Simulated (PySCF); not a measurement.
F4H2OSi2, SMILES O([Si](F)(F)F)[SiH2]F. Atoms are numbered in the order given.

```xyz
9

Si     1.8251     0.5222     0.7963
F      2.4363    -0.9731     0.5813
O      0.4543     0.6731    -0.1534
Si    -1.0151     0.0001    -0.3805
F     -2.1469     1.1420    -0.3918
F     -1.3511    -1.0422     0.8016
F     -1.0761    -0.7817    -1.7835
H      1.4570     0.6704     2.2363
H      2.8084     1.5261     0.3007
```

Geometry optimised at PBE-D3(BJ)/def2-SVP. Other conformers were not sampled.

The numbers are results of PBE-D3(BJ)/def2-SVP (PySCF), not measurements.

Frequencies are harmonic and unscaled.

```csv
mode,ν (cm⁻¹),IR (km/mol),moving atoms (share of kinetic energy)
1,24,0.6,"F 76 %, O 17 %"
2,31,1.5,"F 68 %, O 12 %, H 10 %, Si 10 %"
3,58,1.0,"F 43 %, Si 25 %, O 18 %, H 14 %"
4,205,1.0,"F 88 %, Si 11 %"
5,239,1.5,"F 75 %, O 18 %"
6,292,10.6,"F 67 %, Si 19 %, O 13 %"
7,324,58.6,"F 61 %, Si 29 %"
8,363,48.6,"F 54 %, O 22 %, Si 21 %"
9,393,35.7,"O 43 %, F 38 %, Si 18 %"
10,603,2.1,"Si 40 %, F 35 %, O 14 %, H 10 %"
11,686,105.2,"H 66 %, Si 19 %, O 9 %"
12,709,1.0,H 94 %
13,834,65.1,"F 59 %, Si 27 %"
14,855,63.0,"H 42 %, F 42 %, Si 15 %"
15,932,175.6,"H 81 %, Si 14 %"
16,956,145.2,"H 52 %, Si 32 %, F 15 %"
17,979,196.1,"Si 50 %, F 48 %"
18,986,230.1,"Si 50 %, F 48 %"
19,1106,567.2,"O 72 %, Si 24 %"
20,2221,74.8,H 97 %
21,2246,117.2,H 96 %
```
